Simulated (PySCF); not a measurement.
## Correlation energy of N³⁺ (nitrogen, charge +3)

[He] 2s2, closed-shell 1S. Calculation: PySCF 2.14, in x2c-SVPall (3s2p1d, 14 functions); scalar relativity by spin-free X2C-1e. Frozen: 1s2; 2 electrons correlated.

Total MP2 correlation energy: -46.76 mhartree.

Same-spin part 0.00 and opposite-spin part -46.76 mhartree; SCS-MP2 scales them by 1/3 and 6/5 to -56.12 mhartree.

With two correlated electrons CCSD is exact within the correlated space (frozen core and kept virtual orbitals).

| level | correlation energy (mhartree) |
| --- | --- |
| CCSD | -86.31 |

Diagnostics: T1 = 0.0067, D1 = 0.0095, largest double amplitude 0.162.

**Question.** Is a single reference adequate?

**Answer.** Not fully. A double-excitation amplitude exceeds 0.15, a sign of near-degeneracy.
